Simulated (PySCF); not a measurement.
Cartesian coordinates in Å; atom numbers follow the order of the lines, from 1:
```xyz
14

O     4.292    0.174    0.303
C     3.158   -0.059    0.255
N     2.051   -0.497    0.244
C     0.712   -0.230    0.094
C    -0.185   -1.287    0.209
C    -1.539   -1.054    0.064
C    -2.005    0.225   -0.197
C    -1.109    1.276   -0.312
C     0.248    1.057   -0.168
H     0.191   -2.278    0.411
H    -2.236   -1.874    0.154
H    -3.063    0.403   -0.310
H    -1.468    2.274   -0.515
H     0.953    1.871   -0.255
```

PySCF calculation with σ from GIAO-PBE0/pcSseg-1 and GFN2-xTB structure; non-relativistic, averaged over atoms made equivalent by symmetry, fast rotation or ring inversion, no solvent, one computed conformer.

Predict the 2D correlation tables (HSQC, COSY, HMBC).

## Answers



HSQC (one-bond C–H):
```csv
δH,δC
7.63 (H11/H13),135.4 (C6/C8)
7.42 (H12),130.2 (C7)
7.39 (H10/H14),131.5 (C5/C9)
```

COSY cross peaks (H two or three bonds apart, from the bond graph; peaks can be absent where the dihedral angle is near 90°):
```csv
δH,δH
7.63 (H11/H13),7.42 (H12)
7.63 (H11/H13),7.39 (H10/H14)
```

HMBC (two and three bonds, from the bond graph):
```csv
δH,δC
7.63 (H11/H13),"138.4 (C4), 135.4 (C6/C8), 131.5 (C5/C9), 130.2 (C7)"
7.42 (H12),"135.4 (C6/C8), 131.5 (C5/C9)"
7.39 (H10/H14),"138.4 (C4), 135.4 (C6/C8), 131.5 (C5/C9), 130.2 (C7)"
```

Scale: TMS for ¹H (σref 31.72), ¹³C (σref 186.93) (reference shieldings calculated alike).

Shifts are as computed. Against solution values, carbons near 30 ppm lie about +3 ppm off and those near 130 ppm about +5 ppm. Of 1211 compounds with measured shifts, 218 miss one by over three times the rms of a fit or turn the order of signals round; such compounds aren't used in these exercises.
